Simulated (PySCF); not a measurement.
## Bond length, frequency and bond energy of SnC by level of theory

State: ³Π (triplet), unpaired electrons σ ↑, π ↑. Set-up: Sn cc-pVDZ-PP with ECP28, C cc-pVDZ; scalar-relativistic core potentials (PySCF 2.14). De refers to Sn + C in their high-spin ground configurations, without counterpoise correction. The functionals are run spin-unrestricted. A positive dipole means Sn(−)C(+). Levels whose curve was spin-contaminated or gave no clean fit are not listed.

| Level | Re (Å) | ωe (cm⁻¹) | De (eV) | μ (D) | CPU s a point (SCF and correlation, without the integrals) |
| --- | --- | --- | --- | --- | --- |
| ROHF-MP2 | 2.007 | 763 | 2.55 | n/a | 0.1 |
| ROHF-SCS-MP2 | 2.011 | 748 | 2.33 | n/a | n/a |
| ROHF-CCSD | 2.036 | 655 | 2.40 | n/a | n/a |
| ROHF-CCSD(T) | 2.047 | 640 | 2.66 | n/a | 2.8 |
| PBE | 2.029 | 654 | 3.51 | -2.42 | 0.53 |
| PBEsol | 2.016 | 668 | 3.76 | -2.34 | 0.4 |

Q: What does the triples do here, going from ROHF-CCSD to ROHF-CCSD(T)?

A: ROHF-CCSD(T) less ROHF-CCSD: +1.1 pm in Re, -2.3 % in ωe, +0.26 eV in De. Correlation nearly always deepens the well. The bond lengthens, as in strong covalent bonds, where excitations into antibonding orbitals dominate.

Correlated steps freeze 5 core orbitals. Correlated levels converge slowly with the basis: in double zeta they bind strong bonds too weakly, by up to about 1 eV, and carry superposition errors of some tenths. These are scalar-relativistic numbers at best; spin–orbit coupling would shift them, the dissociation energy most. The CCSD T1 diagnostic is raised, a sign that a single reference may not be enough here. The state is the lowest determinant that a PBE0 search found; another state may lie lower at other levels.

The whole job (state search and all levels along the bond) took about 1.7 min on 1 thread of Arm Neoverse V1 (shared host), peak memory 0.44 GiB.
